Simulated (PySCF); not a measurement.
Computed IR spectrum (relative IR intensity) of a molecule CH10OSi4. Coordinates come from a PBE-D3(BJ)/def2-SVP optimisation. Other conformers were not sampled. Level of theory: PySCF with PBE-D3(BJ)/def2-SVP. Frequencies are harmonic and unscaled.

Lines under 2 % of the strongest are left out, and lines within 2 cm⁻¹ are merged.

ν (cm⁻¹): 164 (vw), 237 (vw), 333 (w), 398 (vw), 409 (vw), 434 (vw), 498 (vw), 530 (vw), 599 (w), 640 (w), 665 (m), 687 (vw), 709 (w), 725 (m), 795 (vs), 821 (vs), 845 (m), 889 (m), 898 (m), 904 (w), 909 (m), 1061 (m), 1201 (w), 1221 (vw), 2124 (s), 2144 (s), 2149 (m), 2160 (m), 2162 (m), 2167 (s), 2185 (m), 2921 (m), 3015 (vw) (against the strongest line: vs over 80 %, s over 45 %, m over 15 %, w over 4 %, vw less)

Problem. Identify the compound among the candidates.
(A) C[SiH2][SiH]1[SiH2]O[SiH2]1
(B) [SiH3]C[SiH]1[SiH2]O[SiH2]1
(C) [SiH3][SiH2][Si@@H]1OC[SiH2]1
(D) [SiH3][Si@@H]1[SiH2]CO[SiH2]1

Solution. D, [SiH3][Si@@H]1[SiH2]CO[SiH2]1
